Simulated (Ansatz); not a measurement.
Species: sum formula SiHBr, net charge 0, singlet state. 
Geometry from a B3LYP-D3(BJ)/def2-TZVP (Ansatz, a quantum-chemistry and plane-wave program) optimisation:
```xyz
3

Si    -0.8792    -0.7820     1.0617
H     -1.8991    -1.2190     0.0169
Br     0.4059     0.3476    -0.4252
```
Charge 0, spin multiplicity 1.

Basis-set convergence of Hartree-Fock and MP2 correlation energies (hartree) with Ansatz. Correlated levels leave the core frozen unless marked. Spin-orbit coupling is left out. The frozen core is the preceding noble-gas configuration, with the filled d and f shells of earlier blocks. No relativistic terms.

The Hartree-Fock reference is unstable (checked in the largest basis), which strains HF and MP2. 

| basis | functions | E(HF) | E(corr, MP2) |
|---|---|---|---|
| def2-SVP | 55 | -2861.51393 | -0.19899 |
| def2-TZVPP | 104 | -2861.93214 | -0.26097 |
| def2-QZVPP | 189 | -2861.99004 | -0.28662 |

Extrapolating the two largest sets (X = 3 and 4) as X^-3: E(corr) = (64·(-0.28662) - 27·(-0.26097))/37 = -0.3053 Eh, an estimate of the basis-set limit. The largest set recovers 93.9 % of it, the smallest 65.2 %.
